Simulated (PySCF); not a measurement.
## A ladder of Hamiltonians for Li⁺ (lithium, charge +1)

Occupied: 1s1/2. Hartree-Fock calculated with PySCF 2.14 in an uncontracted even-tempered set (20 s from 0.015 bohr⁻², ratio 2.3; 12 p from 0.018 bohr⁻², ratio 2.3), Gaussian nucleus throughout. NR is non-relativistic, sf-X2C the spin-free one-electron X2C Hamiltonian, X2C adds the bare one-electron spin-orbit term, X2C-SNSO screens it by Boettger's factors, DC is four-component Dirac-Coulomb, and the Gaunt and Breit terms are added at first order (total energies over the DC spinors, levels after relaxing the spinors in that mean field). QED terms are absent. Levels marked empty are virtual spinors of this ion.

```csv
level (eV),NR,sf-X2C,X2C,X2C-SNSO
1s1/2,-75.984,-75.989,-75.989,-75.989
2s1/2 (empty),-5.342,-5.342,-5.342,-5.342
2p1/2 (empty),-3.500,-3.500,-3.500,-3.500
2p3/2 (empty),-3.500,-3.500,-3.500,-3.500
3s1/2 (empty),-1.928,-1.928,-1.928,-1.928
```

Task: Where do the four-component calculations put these levels?

Result: 1s1/2: DC -75.991, DC+Gaunt -75.986, DC+Breit -75.986; 2s1/2 (empty): DC -5.342, DC+Gaunt -5.342, DC+Breit -5.342; 2p1/2 (empty): DC -3.500, DC+Gaunt -3.500, DC+Breit -3.500; 2p3/2 (empty): DC -3.500, DC+Gaunt -3.500, DC+Breit -3.500; 3s1/2 (empty): DC -1.928, DC+Gaunt -1.928, DC+Breit -1.928 (eV).

| Hamiltonian | E (hartree) | E − E(DC) (hartree) | CPU seconds |
| --- | --- | --- | --- |
| NR | -7.2364 | 0.0008 | 0.39 |
| sf-X2C | -7.2371 | 0.0001 | 0.22 |
| X2C | -7.2371 | 0.0001 | 0.22 |
| X2C-SNSO | -7.2371 | 0.0001 | 0.22 |
| DC | -7.2372 | 0.0000 | 1.9 |
| DC+Gaunt | -7.2369 | 0.0003 | 4.9 |
| DC+Breit | -7.2369 | 0.0003 | 60 |

Weight of the small component: 1s1/2 9.63e-05, 2s1/2 5.51e-06, 2p1/2 3.75e-06, 2p3/2 3.75e-06, 3s1/2 2.72e-06.

Koopmans' value for the highest occupied level at DC+Breit: 75.986 eV, against an ionisation energy of 75.640 eV (theoretical estimate listed by NIST; NIST Atomic Spectra Database, ionization energies); the former lacks relaxation, correlation, QED and recoil.

Measured binding energies of an electron added to this ion (NIST): 2s1/2 5.392 eV, 2p1/2 3.544 eV, 2p3/2 3.544 eV, 3s1/2 2.019 eV; the virtual levels lack core polarisation.

The whole ladder took 69 s of wall time on 1 thread of Neoverse-N1 (shared host), launched as `OMP_NUM_THREADS=1 python relrun2.py TASK.json OUT` (a driver that calls PySCF for each Hamiltonian).
